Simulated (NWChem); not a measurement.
System: SiH2SOF2; SMILES O[Si](F)(F)S

Excerpt of the output:

```
             Northwest Computational Chemistry Package (NWChem) 7.3.0
             --------------------------------------------------------

 C1  symmetry detected

                             Geometry "geometry" -> ""
                             -------------------------

 Output coordinates in angstroms (scale by  1.889725989 to convert to a.u.)

  No.       Tag          Charge          X              Y              Z
 ---- ---------------- ---------- -------------- -------------- --------------
    1 O                    8.0000     1.58016823    -0.67690423    -0.00804863
    2 Si                  14.0000     0.01678492    -0.33294546    -0.00021576
    3 F                    9.0000    -0.71587296    -1.03279655     1.23080460
    4 F                    9.0000    -0.72911595    -1.03124837    -1.22439620
    5 S                   16.0000    -0.18112537     1.76397394     0.00092958
    6 H                    1.0000     1.90380186    -1.57572261    -0.00839929
    7 H                    1.0000     1.12276964     2.00501418     0.00326009

 Effective nuclear repulsion energy (a.u.)     321.5498522106

                                Z-matrix (autoz)
                                --------

 Units are Angstrom for bonds and degrees for angles

[...]

      ----------------------
      Optimization converged
      ----------------------

  Step       Energy      Delta E   Gmax     Grms     Xrms     Xmax
  ---- ---------------- -------- -------- -------- -------- --------
@    5    -963.03883285 -7.8D-07  0.00013  0.00004  0.00069  0.00170
                                     ok       ok       ok       ok

                                Z-matrix (autoz)
                                --------

 Units are Angstrom for bonds and degrees for angles

[...]

 Rotational Constants
 --------------------
 A=   0.131863 cm-1  (  0.189717 K)
 B=   0.078445 cm-1  (  0.112863 K)
 C=   0.076174 cm-1  (  0.109595 K)

 Temperature                      =   298.15K
 frequency scaling parameter      =   1.0000

 Zero-Point correction to Energy  =   18.811 kcal/mol  (  0.029977 au)
 Thermal correction to Energy     =   22.677 kcal/mol  (  0.036137 au)
 Thermal correction to Enthalpy   =   23.269 kcal/mol  (  0.037081 au)

 Total Entropy                    =   78.745 cal/mol-K
   - Translational                =   40.141 cal/mol-K (mol. weight = 115.9564)
   - Rotational                   =   27.106 cal/mol-K (symmetry #  =        1)
   - Vibrational                  =   11.498 cal/mol-K

 Cv (constant volume heat capacity) =   20.210 cal/mol-K
   - Translational                  =    2.979 cal/mol-K
   - Rotational                     =    2.979 cal/mol-K
   - Vibrational                    =   14.251 cal/mol-K

[normal modes left out]

 ----------------------------------------------------------------------------
 Normal Eigenvalue ||           Projected Infra Red Intensities
  Mode   [cm**-1]  || [atomic units] [(debye/angs)**2] [(KM/mol)] [arbitrary]
 ------ ---------- || -------------- ----------------- ---------- -----------
    1     -107.790 ||    0.075980           1.753        74.069      12.715
    2       -0.000 ||    0.000588           0.014         0.573       0.098
    3       -0.000 ||    0.000295           0.007         0.288       0.049
    4       -0.000 ||    0.000114           0.003         0.111       0.019
    5        0.000 ||    0.001019           0.024         0.993       0.170
    6        0.000 ||    0.000118           0.003         0.115       0.020
    7        0.000 ||    0.000559           0.013         0.545       0.094
    8      176.367 ||    0.028778           0.664        28.054       4.816
    9      210.590 ||    0.000007           0.000         0.007       0.001
   10      222.581 ||    0.024446           0.564        23.831       4.091
   11      322.054 ||    0.052008           1.200        50.700       8.703
   12      332.589 ||    0.026044           0.601        25.389       4.358
   13      339.667 ||    0.062063           1.432        60.502      10.386
   14      542.783 ||    0.078571           1.813        76.595      13.148
   15      740.895 ||    0.028497           0.657        27.780       4.769
   16      771.097 ||    0.097295           2.245        94.848      16.282
   17      887.955 ||    0.279039           6.438       272.021      46.695
   18      960.680 ||    0.172788           3.986       168.443      28.915
   19     1008.096 ||    0.163331           3.768       159.223      27.332
   20     2722.922 ||    0.006233           0.144         6.076       1.043
   21     3926.537 ||    0.157132           3.625       153.180      26.295
 ----------------------------------------------------------------------------

 ===============================================================================
      Negative Nuclear Hessian Mode    1  Eigenvalue =   -107.79 cm**(-1)
 -------------------------------------------------------------------------------
   Raw step length:  0.467 angstroms ;  The Raw step for this mode is:
    1 O                    8.0000    -0.00004294     0.00034874    -0.00515208
    2 Si                  14.0000    -0.00009445    -0.00000275     0.00051527
    3 F                    9.0000    -0.02377758     0.02352190    -0.00238102
    4 F                    9.0000     0.02360662    -0.02392155    -0.00248984
    5 S                   16.0000     0.00019488     0.00007173     0.02498055
    6 H                    1.0000    -0.00088296     0.00001088    -0.23129974
    7 H                    1.0000     0.00122672    -0.00021111    -0.40189553

  Geometry after  100.0% step for mode  1; Step length =  0.467 angstroms
   Maximum component (any atom: x,y, or z) displacement:  0.759
    1 O                    8.0000     1.61206316    -0.65267294    -0.01359622
    2 Si                  14.0000     0.01117946    -0.32696811     0.00015772
    3 F                    9.0000    -0.73193511    -0.98465247     1.26501803
    4 F                    9.0000    -0.69858413    -1.03059434    -1.26327285
    5 S                   16.0000    -0.21728907     1.76433034     0.02552784
    6 H                    1.0000     1.89647103    -1.57238602    -0.23941352
    7 H                    1.0000     1.12573532     1.92213227    -0.39820899

  Geometry after -100.0% step for mode  1; Step length =  0.467 angstroms
   Maximum component (any atom: x,y, or z) displacement:  0.759
    1 O                    8.0000     1.61214903    -0.65337042    -0.00329206
    2 Si                  14.0000     0.01136835    -0.32696261    -0.00087282
    3 F                    9.0000    -0.68437996    -1.03169627     1.26978008
    4 F                    9.0000    -0.74579736    -0.98275123    -1.25829318
    5 S                   16.0000    -0.21767883     1.76418687    -0.02443327
    6 H                    1.0000     1.89823694    -1.57240778     0.22318595
    7 H                    1.0000     1.12328188     1.92255449     0.40558207

  Geometry after   50.0% step for mode  1; Step length =  0.233 angstroms
   Maximum component (any atom: x,y, or z) displacement:  0.380
    1 O                    8.0000     1.61208463    -0.65284731    -0.01102018
    2 Si                  14.0000     0.01122668    -0.32696673    -0.00009992
    3 F                    9.0000    -0.72004633    -0.99641342     1.26620854
    4 F                    9.0000    -0.71038744    -1.01863356    -1.26202793
    5 S                   16.0000    -0.21738651     1.76429447     0.01303756
    6 H                    1.0000     1.89691251    -1.57239146    -0.12376365
    7 H                    1.0000     1.12512196     1.92223783    -0.19726122

  Geometry after  -50.0% step for mode  1; Step length =  0.233 angstroms
   Maximum component (any atom: x,y, or z) displacement:  0.380
    1 O                    8.0000     1.61212756    -0.65319605    -0.00586810
    2 Si                  14.0000     0.01132113    -0.32696399    -0.00061519
    3 F                    9.0000    -0.69626875    -1.01993532     1.26858957
    4 F                    9.0000    -0.73399405    -0.99471201    -1.25953810
    5 S                   16.0000    -0.21758139     1.76422274    -0.01194299
    6 H                    1.0000     1.89779546    -1.57240234     0.10753609
    7 H                    1.0000     1.12389524     1.92244894     0.20463431

  Geometry after   26.3% step for mode  1; Step length =  0.123 angstroms
   Maximum component (any atom: x,y, or z) displacement:  0.200
    1 O                    8.0000     1.61209479    -0.65292984    -0.00980089
    2 Si                  14.0000     0.01124904    -0.32696608    -0.00022186
    3 F                    9.0000    -0.71441914    -1.00198010     1.26677204
    4 F                    9.0000    -0.71597416    -1.01297230    -1.26143869
    5 S                   16.0000    -0.21743263     1.76427749     0.00712568
    6 H                    1.0000     1.89712146    -1.57239403    -0.06902442
    7 H                    1.0000     1.12483165     1.92228779    -0.10214891

  Geometry after  -26.3% step for mode  1; Step length =  0.123 angstroms
   Maximum component (any atom: x,y, or z) displacement:  0.200
    1 O                    8.0000     1.61211740    -0.65311352    -0.00708739
    2 Si                  14.0000     0.01129878    -0.32696464    -0.00049324
    3 F                    9.0000    -0.70189593    -1.01436865     1.26802608
    4 F                    9.0000    -0.72840733    -1.00037327    -1.26012734
    5 S                   16.0000    -0.21753527     1.76423972    -0.00603111
    6 H                    1.0000     1.89758650    -1.57239976     0.05279685
    7 H                    1.0000     1.12418556     1.92239898     0.10952199

  Geometry after   13.2% step for mode  1; Step length =  0.061 angstroms
   Maximum component (any atom: x,y, or z) displacement:  0.100
    1 O                    8.0000     1.61210044    -0.65297576    -0.00912252
    2 Si                  14.0000     0.01126147    -0.32696572    -0.00028971
    3 F                    9.0000    -0.71128834    -1.00507724     1.26708555
    4 F                    9.0000    -0.71908245    -1.00982254    -1.26111085
    5 S                   16.0000    -0.21745829     1.76426805     0.00383648
    6 H                    1.0000     1.89723772    -1.57239547    -0.03856910
    7 H                    1.0000     1.12467013     1.92231559    -0.04923118

  Geometry after  -13.2% step for mode  1; Step length =  0.061 angstroms
   Maximum component (any atom: x,y, or z) displacement:  0.100
    1 O                    8.0000     1.61211175    -0.65306760    -0.00776577
    2 Si                  14.0000     0.01128634    -0.32696500    -0.00042540
    3 F                    9.0000    -0.70502674    -1.01127151     1.26771257
    4 F                    9.0000    -0.72529904    -1.00352303    -1.26045518
    5 S                   16.0000    -0.21750961     1.76424916    -0.00274191
    6 H                    1.0000     1.89747024    -1.57239833     0.02234153
    7 H                    1.0000     1.12434708     1.92237118     0.05660427
```

Level: PBE0/def2-SVP. The optimisation ended at a saddle point (imaginary frequency).

Write an input that gives this output.

One answer among several that fit: the input that was run:
```
start job
memory heap 200 mb stack 900 mb global 1100 mb
geometry units angstroms
  O      0.196486     1.604172     0.662114
  Si    -0.202879     0.234970    -0.064749
  F     -0.335973     0.442226    -1.639970
  F     -1.693316    -0.195358     0.304071
  S      1.230606    -1.215520     0.461977
  H     -0.318252     2.402710     0.562138
  H      1.950084    -0.399673     1.220260
end
basis spherical
  * library def2-svp
end
dft
  xc pbe0
  iterations 150
end
driver
  maxiter 120
end
task dft optimize
task dft freq
```
